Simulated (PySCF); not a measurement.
## Vertical excitation energies

MoSeMe4, C4H12MoSe (singlet state).
SMILES: `[CH3][Mo]([CH3])([CH3])([CH3])=[Se]`

Theory: TDDFT PBE0/def2-SVPD, vertical, gas phase, core orbitals frozen in the response, def2 core potentials past Kr in PySCF. Geometry: PBE0-D3(BJ)/def2-SVP; no solvent, vibrations or thermal averaging. Spin–orbit coupling is left out.

Problem. Predict the UV-vis stick spectrum at this level.

Solution. 

```json
{"state": "S1", "E (eV)": "2.24", "λ (nm)": "553.3", "ν̃ (cm⁻¹)": "18070", "f": "0.0017", "main configurations (H = HOMO, L = LUMO)": "H→L (99%)"}
{"state": "S2", "E (eV)": "2.53", "λ (nm)": "489.5", "ν̃ (cm⁻¹)": "20430", "f": "0.0066", "main configurations (H = HOMO, L = LUMO)": "H-1→L (91%)"}
{"state": "S3", "E (eV)": "3.11", "λ (nm)": "398.6", "ν̃ (cm⁻¹)": "25090", "f": "0.0033", "main configurations (H = HOMO, L = LUMO)": "H-2→L (95%)"}
{"state": "S4", "E (eV)": "3.29", "λ (nm)": "377.3", "ν̃ (cm⁻¹)": "26500", "f": "0.0039", "main configurations (H = HOMO, L = LUMO)": "H-3→L (87%)"}
{"state": "S5", "E (eV)": "3.71", "λ (nm)": "334.4", "ν̃ (cm⁻¹)": "29900", "f": "0.0003", "main configurations (H = HOMO, L = LUMO)": "H-4→L (92%)"}
{"state": "S6", "E (eV)": "3.84", "λ (nm)": "323.1", "ν̃ (cm⁻¹)": "30950", "f": "0.0003", "main configurations (H = HOMO, L = LUMO)": "H→L+1 (37%), H-1→L+2 (34%), H-5→L (14%)"}
{"state": "S7", "E (eV)": "3.91", "λ (nm)": "316.9", "ν̃ (cm⁻¹)": "31550", "f": "0.0004", "main configurations (H = HOMO, L = LUMO)": "H→L+1 (54%), H-5→L (21%), H→L+3 (12%)"}
{"state": "S8", "E (eV)": "3.94", "λ (nm)": "315.1", "ν̃ (cm⁻¹)": "31740", "f": "0.0013", "main configurations (H = HOMO, L = LUMO)": "H-1→L+1 (49%), H→L+2 (39%)"}
{"state": "S9", "E (eV)": "3.97", "λ (nm)": "312.4", "ν̃ (cm⁻¹)": "32010", "f": "0.0040", "main configurations (H = HOMO, L = LUMO)": "H→L+3 (49%), H-5→L (46%)"}
{"state": "S10", "E (eV)": "4.04", "λ (nm)": "306.7", "ν̃ (cm⁻¹)": "32610", "f": "0.0027", "main configurations (H = HOMO, L = LUMO)": "H-1→L+3 (60%), H-1→L+1 (25%), H→L+2 (10%)"}
```

Triplets, Tamm–Dancoff:

```csv
state,E (eV),λ (nm),"main configurations (H = HOMO, L = LUMO)"
T1,1.89,654.6,H-1→L (97%)
T2,2.04,606.9,H→L (96%)
T3,2.64,469.4,H-2→L (88%)
T4,2.68,463.0,H-3→L (82%)
```

The lowest singlet comes at 553 nm (216 kJ/mol) in the visible; it is very weak; its leading configuration is HOMO→LUMO (99%). The most intense listed level is S2 at 2.53 eV (489 nm, f = 0.0066), 0.29 eV above S1. For S1 the Löwdin share of molybdenum is 11% in HOMO and 71% in LUMO (ligand-to-metal charge transfer by this measure); for S2 the Löwdin share of molybdenum is 19% in HOMO-1 and 71% in LUMO. Of the 10 states listed, none reaches f = 0.01 and 3 stay under 0.0005. The listed states span 1.80 eV, and the widest gap between neighbours is 0.58 eV (S2 to S3). 3 computed singlets (S1 to S3) lie in the visible range (380 to 750 nm), the largest f among them at 489 nm, f = 0.0066; light of that wavelength is green-blue to blue-green, and its complementary colour is orange to red; a Tamm–Dancoff triplet lies at 655 nm, without intensity as long as spin–orbit coupling is left out. Only the lowest 10 singlets were computed, as vertical energies without vibronic structure.

Time: 2.0 min wall (grids of density and orbitals included); peak memory 1.2 GiB. Hardware: an AMD EPYC with one thread, on a shared host.
